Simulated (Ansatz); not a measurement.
Basis sets compared for SbF₃. Total charge 0; singlet. Geometry B3LYP-D4/def2-TZVP. Ansatz on 4 threads of Arm Neoverse V2 on a shared host; times are rough, and most runs start from earlier orbitals.

```xyz
4

Sb   -0.442   -0.540   -0.272
F     1.265   -0.928    0.474
F    -0.999    0.578    1.163
F     0.176    0.889   -1.365
```

In the def2 sets Sb takes a core potential; there is no spin–orbit coupling.

Binding counts from free atoms (Sb quartet, F doublet) in the same basis, without a counterpoise term.

```
           level  functions  energy (Eh)  HOMO (eV)  LUMO (eV)  binding per atom (eV)  wall time
 PBE-D4/def2-SVP         68    -539.3373      -8.00      -2.09                   3.51      0.4 s
PBE0-D4/def2-SVP         68    -539.3351      -9.53      -1.41                   3.20      0.6 s
```

Q: Estimate the rows for PBE-D4/def2-TZVP, PBE0-D4/def2-TZVP.

A: 
| level | functions | energy (Eh) | HOMO (eV) | LUMO (eV) | binding per atom (eV) | wall time |
| --- | --- | --- | --- | --- | --- | --- |
| PBE-D4/def2-TZVP | 143 | -539.7533 | -8.41 | -2.43 | 3.66 | 0.85 s |
| PBE0-D4/def2-TZVP | 143 | -539.7479 | -9.82 | -1.70 | 3.38 | 1.2 s |
